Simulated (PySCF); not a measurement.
BClFI, SMILES FB(Cl)I.

Geometry optimised at PBE0-D3(BJ)/def2-SVP. The def2 effective core potentials stand for the cores of I; spin–orbit coupling is left out.

Computed with ωB97X/def2-TZVPD (PySCF).

Symmetry labels are those of the subgroup Cs that the program uses (full group Cs).

Question: List the valence orbital energies around the gap with their symmetry. (Estimate from the structure and the level; the computed values follow.)

Answer: 
| orbital | symmetry | energy (eV) |
|---|---|---|
| HOMO−7 | A' | -17.03 |
| HOMO−6 | A" | -16.76 |
| HOMO−5 | A' | -15.93 |
| HOMO−4 | A' | -13.00 |
| HOMO−3 | A" | -12.96 |
| HOMO−2 | A' | -12.07 |
| HOMO−1 | A" | -10.53 |
| HOMO | A' | -10.26 |
| LUMO | A" | 0.78 |
| LUMO+1 | A' | 1.01 |
| LUMO+2 | A' | 1.50 |
| LUMO+3 | A" | 1.78 |
